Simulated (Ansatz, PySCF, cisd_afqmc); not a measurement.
System: GaH$_{2}$, charge 0, doublet. GaH2 (SMILES [GaH2], doublet).
B3LYP-D3(BJ)/def2-TZVP minimum from Ansatz (a first-principles code):
```xyz
3

Ga     0.0391     0.0090     0.0274
H     -0.3410    -1.4985    -0.3550
H     -0.8706     1.2189    -0.4942
```
Charge 0, spin multiplicity 2.

Atomisation energy term by term, kcal/mol (programs: Ansatz, cisd_afqmc). Open shells are spin-unrestricted; no spin-orbit coupling. Cores are frozen in correlated methods (noble-gas shells, and filled d and f shells in the p block). No relativity. The Monte Carlo rows (phaseless AFQMC, CISD trial, step 0.005/hartree) carry one-sigma bars that omit the constraint's bias. Outlying blocks are dropped, and bars are widened where a walk drifts. Over all cases where full CI ran beside it in this data, AFQMC minus full CI had a median of +0.1 mEh and passed +0.4 mEh in a tenth of the cases. CBS(X,Y): correlation extrapolated as X^-3, Hartree-Fock from the larger set (Q,5: extrapolated as (X+1)exp(-9√X)). A bracket is a step between two methods taken in the basis named. For partners of very few electrons the exact lower level stands in for a higher one. The spin of H2Ga ([GaH2], doublet) was assumed, and the state is the lowest solution found for it.

```
term                                                          basis  kcal/mol
-----------------------  ------------------------------------------  --------
Hartree-Fock                                   CBS(cc-pVQZ,cc-pV5Z)     86.76
CCSD correlation                               CBS(cc-pVQZ,cc-pV5Z)     25.85
(T)                                            CBS(cc-pVQZ,cc-pV5Z)      0.48
CCSDT(Q) - CCSD(T)                                          cc-pV5Z      0.12
CCSDTQ - CCSDT(Q)                                           cc-pVTZ      0.00
minus zero-point energy  Hessian by PySCF at B3LYP-D3(BJ)/def2-TZVP     -6.17
sum: D0                                                                 107.0
```

The step beyond CCSD(T) by other levels: CCSDTQ in cc-pVDZ 0.14; AFQMC/CISD in cc-pVDZ 0.13 ± 0.04; CCSDT(Q) in cc-pVDZ 0.14; CCSDTQ in cc-pVTZ 0.12; CCSDT(Q) in cc-pVTZ 0.12; CCSDT(Q) in cc-pVQZ 0.12 kcal/mol.
